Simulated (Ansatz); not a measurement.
Start from `CC[O][Ti]([F])([O]CC)[O]CC` and change one element to get `CC[O][Zr]([F])([O]CC)[O]CC`.

Ansatz, PBE0-D4/def2-TZVP geometries, multiplicity 1. Each molecule was computed in one conformer, which needn't be the lowest.

Elements past krypton have def2 core potentials. Scalar relativity is left out up to krypton.

```json
{"property": "LUMO energy (B3LYP/def2-TZVPP) / eV", "`CC[O][Ti]([F])([O]CC)[O]CC`": "-1.14"}
{"property": "HOMO–LUMO gap (PBE/def2-TZVPP) / eV", "`CC[O][Ti]([F])([O]CC)[O]CC`": "4.59"}
{"property": "HOMO energy (PBE/def2-TZVPP) / eV", "`CC[O][Ti]([F])([O]CC)[O]CC`": "-6.37"}
{"property": "HOMO–LUMO gap (ωB97M-V/def2-TZVPP) / eV", "`CC[O][Ti]([F])([O]CC)[O]CC`": "11.56"}
{"property": "HOMO energy (B3LYP/def2-TZVPP) / eV", "`CC[O][Ti]([F])([O]CC)[O]CC`": "-7.64"}
{"property": "HOMO energy (ωB97M-V/def2-TZVPP) / eV", "`CC[O][Ti]([F])([O]CC)[O]CC`": "-10.20"}
```

What does the change do to each property? (Estimate.)

The calculation gave: 
```json
{"property": "LUMO energy (B3LYP/def2-TZVPP) / eV", "`CC[O][Zr]([F])([O]CC)[O]CC`": "-0.16", "shift": "0.98"}
{"property": "HOMO–LUMO gap (PBE/def2-TZVPP) / eV", "`CC[O][Zr]([F])([O]CC)[O]CC`": "5.68", "shift": "1.09"}
{"property": "HOMO energy (PBE/def2-TZVPP) / eV", "`CC[O][Zr]([F])([O]CC)[O]CC`": "-6.26", "shift": "0.11"}
{"property": "HOMO–LUMO gap (ωB97M-V/def2-TZVPP) / eV", "`CC[O][Zr]([F])([O]CC)[O]CC`": "11.18", "shift": "-0.38"}
{"property": "HOMO energy (B3LYP/def2-TZVPP) / eV", "`CC[O][Zr]([F])([O]CC)[O]CC`": "-7.53", "shift": "0.11"}
{"property": "HOMO energy (ωB97M-V/def2-TZVPP) / eV", "`CC[O][Zr]([F])([O]CC)[O]CC`": "-10.11", "shift": "0.09"}
```

With PBE0 the HOMO rises by 0.11 eV and the LUMO rises by 0.95 eV, so the gap widens by about 0.84 eV. PBE moves the HOMO by 0.11 eV and ωB97M-V by 0.09 eV.

B3LYP here is the variant with VWN-RPA as its local correlation; programs differ in this.
